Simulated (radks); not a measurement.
Initial-state core-level shifts of the ytterbium ion Yb+ when its valence configuration changes from [Xe] 4f14 6s1. Method: scalar-relativistic Kohn-Sham, PBE, spin-unpolarised, spherical densities, finite nucleus; Fermi nuclear charge, rms radius 5.3108 fm; computed with a radial shooting solver on a logarithmic mesh with Libxc functionals. Shifts are changes of the shell-averaged eigenvalues in eV (positive: less bound); the change of the density at the nucleus, which sets a Mossbauer isomer shift, is in e/bohr^3, on a base of 1.085e+06.

| valence | 2s | 3p | 4d | 5p | density at nucleus |
|---|---|---|---|---|---|
| 4f14 5d1 | +1.355 | +1.320 | +1.367 | +1.419 | -48.8 |
| 4f13.5 5d0.5 6s1 | -3.510 | -3.843 | -3.598 | -1.754 | +20.1 |
| 4f12 5d2 6s1 | -15.525 | -17.184 | -15.665 | -6.786 | +92.7 |
| 4f14 6p1 | -1.479 | -1.459 | -1.480 | -1.516 | -47.8 |
| 4f13 6s2 | -9.472 | -10.145 | -9.610 | -5.542 | +107.7 |
| 4f14 5d0.5 6s0.5 | +0.736 | +0.716 | +0.741 | +0.765 | -25.2 |
| 4f13 5d1 6p1 | -8.709 | -9.424 | -8.856 | -4.889 | -10.8 |
| 4f13 5d1 6s1 | -7.288 | -8.010 | -7.432 | -3.472 | +42.4 |
| 4f12 5d3 | -13.409 | -15.100 | -13.555 | -4.813 | +30.5 |
